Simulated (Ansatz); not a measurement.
Species: sum formula H₆Si₃O₂Cl₂, net charge 0, singlet state. 
Geometry from a B3LYP-D3(BJ)/def2-TZVP (Ansatz, an electronic-structure program) optimisation:
SMILES: [SiH3]O[Si](Cl)(Cl)O[SiH3]
```xyz
13

Si     2.8412     0.9557     0.7689
O      1.2214     0.6463     0.7185
Si     0.0065    -0.0405    -0.0695
Cl    -0.1541     0.7723    -1.9418
Cl     0.3579    -2.0472    -0.2740
O     -1.3553     0.1927     0.7426
Si    -2.9864    -0.0473     0.8079
H      3.2403     1.6888    -0.4510
H      3.0946     1.7784     1.9677
H      3.5825    -0.3201     0.8555
H     -3.4725     0.5733     2.0557
H     -3.6241     0.5885    -0.3641
H     -3.2704    -1.4978     0.8113
```
Charge 0, spin multiplicity 1.

Total electronic energies in hartree. Correlated levels leave the core frozen unless marked. Spin-orbit coupling is left out. Non-relativistic unless marked X2C. CBS(X,Y): correlation extrapolated as X^-3; Hartree-Fock from the larger set. [CCSD(T)-MP2]/basis is that difference in the basis named.

| level | program | energy (Eh) |
|---|---|---|
| HF/aug-cc-pV(T+d)Z | Ansatz | -1939.50315 |
| BLYP-D3(BJ)/def2-TZVPD | Ansatz + dftd3 | -1943.33663 |
| BLYP-D4/def2-TZVPD | Ansatz + dftd4 | -1943.33856 |
| r2SCAN-D3(BJ)/def2-TZVPD | Ansatz + dftd3 | -1943.15192 |
| B3LYP-D3(BJ)/def2-TZVPD | Ansatz + dftd3 | -1943.47832 |
| B3LYP/def2-TZVPD | Ansatz | -1943.45016 |
| PBE0-D4/def2-TZVP | Ansatz + dftd4 | -1942.53229 |
| PBE0-D4/def2-TZVPD | Ansatz + dftd4 | -1942.53441 |
| BHLYP-D3(BJ)/def2-TZVPD | Ansatz + dftd3 | ___ |
| HSE06/def2-TZVPD | Ansatz | ___ |
| B2PLYP-D4/def2-TZVPD | Ansatz + dftd4 | -1942.65329 |
| RPA@PBE/cc-pV(T+d)Z | Ansatz | -1941.40392 |
| MP2/STO-3G | Ansatz | -1917.57013 |
| MP2/6-31G | Ansatz | -1939.39221 |
| MP2/CBS(cc-pV(T+d)Z,cc-pV(Q+d)Z) | Ansatz | -1940.9119 |
| SCS-MP2/cc-pV(Q+d)Z | Ansatz | -1940.84027 |
| CCSD/cc-pwCVTZ | Ansatz | -1940.79234 |
| CCSD(T)/aug-cc-pV(D+d)Z | Ansatz | -1940.47074 |
| CCSD(T)/cc-pV(T+d)Z | Ansatz | -1940.81752 |
| CCSD(T)/cc-pVTZ | Ansatz | -1940.79558 |
| X2C-CCSD(T)/cc-pVTZ-DK | Ansatz | -1945.52111 |
| RI-MP2/CBS(cc-pV(T+d)Z,cc-pV(Q+d)Z)+[CCSD(T)-MP2]/cc-pV(D+d)Z | Ansatz | -1941.0083 |
| CCSD(T)/CBS(cc-pV(T+d)Z,cc-pV(Q+d)Z) | Ansatz | -1941.0286 |

Complete the blanks.


- BHLYP-D3(BJ)/def2-TZVPD, energy (Eh): -1943.32160
- HSE06/def2-TZVPD, energy (Eh): -1942.47765
